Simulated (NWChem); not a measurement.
Species: ZrClF3; SMILES [F][Zr]([F])([F])[Cl]

```xyz
5

Zr     0.0000     0.0000    -0.2670
F     -1.6945    -0.5302    -0.9128
F      0.3881     1.7326    -0.9128
F      1.3064    -1.2024    -0.9128
Cl     0.0000     0.0000     2.0780
```
Atoms are numbered in this order, from 1.

All runs: NWChem. Medium grid unless said otherwise, to which SCAN and Minnesota functionals are sensitive. Geometry: optimised at PBE0/def2-SVP. def2 effective core potentials on Zr; no spin-orbit coupling. B3LYP is NWChem's, with the RPA form of VWN correlation.

For level B3LYP/def2-SVP:

```yaml
highest occupied level (eV): -9.56
orbital gap (eV): 7.68
dipole (D): 0.12
```

Task: Estimate the same quantities for level r2SCAN/def2-SVP.

Result: 
| Item | Value |
|---|---|
| highest occupied level (eV) | -8.85 |
| orbital gap (eV) | 6.45 |
| dipole (D) | 0.28 |
